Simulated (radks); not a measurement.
Question: I2+, 51 electrons, occupied as [Kr] 4d10 5s2 5p2 6p1 (not the ground configuration). All-electron calculation, non-relativistic Kohn-Sham, PBE, spin-polarised, spherical densities, point nucleus; open shells are filled with parallel spins first (spin-orbit coupling, left out, can overturn this in heavy ions); relativity is left out, which matters for an element this heavy. Program: a radial shooting solver on a logarithmic mesh with Libxc functionals. Some entries of the table are withheld. Estimate them.

orbital  occ.  eigenvalue (eV)  r(max) (bohr)  <1/r> (bohr^-1)
1s up       1        -31673.67        0.01900            52.47
1s down     1        -31673.58        0.01900            52.47
2s up       1        -4794.025         0.1049            12.04
2s down     1        -4793.986         0.1049            12.04
2p up       3        -4506.667        0.08202            12.05
2p down     3        -4506.592        0.08202            12.05
3s up       1        -986.1491         0.2988            4.393
3s down     1        -986.0707         0.2988            4.393
3p up       3        -865.3310         0.2853            4.318
3p down     3        -865.2402         0.2853            4.319
3d up       5        -640.7990         0.2325            4.187
3d down     5        -640.7134         0.2325            4.187
4s up       1        -192.7068         0.7076            1.794
4s down     1        -192.5098         0.7078            1.794
4p up       3        -150.4394            (1)            1.692
4p down     3        -150.2247            (2)            1.692
4d up       5         -78.3901         0.7746            1.451
4d down     5         -78.0590         0.7745            1.456
5s up       1         -39.4323          1.727           0.6795
5s down     1         -37.4225          1.710           0.6843
5p up       2         -29.1150          1.918           0.5982
5p down     0         -27.0569          1.908           0.5970
6p up       1         -10.5105          4.688           0.2580

Answer: 
(1) 4p up r(max) (bohr): 0.7266
(2) 4p down r(max) (bohr): 0.7268
